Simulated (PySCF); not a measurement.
SbF4, SMILES [F][Sb]([F])([F])[F], multiplicity 2.

Geometry optimised at B3LYP-D3(BJ)/def2-SVP. The spin state was assumed, not searched. The isomer is the one that the SMILES or the coordinates give; other isomers of the formula were not compared. The def2 effective core potentials stand for the cores of Sb; spin–orbit coupling is left out.

These are B3LYP-D3(BJ)/def2-SVP (PySCF) values and carry that method's errors.

Frequencies are harmonic and unscaled.

```
mode  ν (cm⁻¹)  IR (km/mol)  moving atoms (share of kinetic energy)
----  --------  -----------  --------------------------------------
1           97         13.2                         F 80 %, Sb 20 %
2          115          4.4                                  F 94 %
3          187          0.0                                 F 100 %
4          204         23.5                         F 81 %, Sb 19 %
5          218         16.6                         F 89 %, Sb 11 %
6          539          1.3                                 F 100 %
7          553         61.1                         F 75 %, Sb 25 %
8          660         49.9                         F 87 %, Sb 13 %
9          664         70.9                         F 84 %, Sb 16 %
```
